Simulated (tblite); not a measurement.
What does the GFN2-xTB structure of `C[P@@](=O)(CO)C(F)(F)F` look like in three dimensions?

```xyz
15
C3H6F3O2P angstrom
C     -1.1181   -1.3225   -0.3252
P     -0.1320   -0.0413    0.5136
O     -0.0976   -0.1135    1.9738
C      1.5698    0.0179   -0.2255
O      2.2419   -1.1012    0.2734
C     -0.9356    1.5626   -0.0915
F     -0.2764    2.6263    0.3737
F     -0.9529    1.6653   -1.4290
F     -2.2002    1.6459    0.3252
H     -2.1078   -1.3338    0.1312
H     -0.6312   -2.2789   -0.1381
H     -1.1932   -1.1451   -1.3943
H      1.5547   -0.0658   -1.3128
H      2.0577    0.9615    0.0632
H      2.2166   -1.0694    1.2404
```

Orientation and origin are arbitrary. Atoms count from 1 in this order. Of the pairs four or more bonds apart, O3···H15 is among the closest relative to their van der Waals radii: 2.61 Å, 96 % of the sum of Bondi's values. P2 (phosphoryl phosphorus) is distorted tetrahedral (angles from 102.6° to 116.0°). The C–P distances run from 1.821 Å (C1–P2, drawn single) to 1.893 Å (P2–C6, drawn single), a spread of 0.072 Å.

Bonds between heavy atoms (Å): C1–P2 1.821, P2=O3 1.462, P2–C4 1.856, C4–O5 1.397, P2–C6 1.893, C6–F7 1.335, C6–F8 1.342, C6–F9 1.334.

The geometry is computed with GFN2-xTB (gas phase).

Point group: C1 (no symmetry element, even within 0.4 Å). Its GFN2-xTB frequencies are all real (lowest 34 cm⁻¹). The numbers are those of one conformer (C1–P2–C4–O5 -75°, P2–C4–O5–H -56°). 2 starts were optimised and ended at 0.00 and 0.99 kcal/mol (GFN2-xTB); the lowest of these is shown.
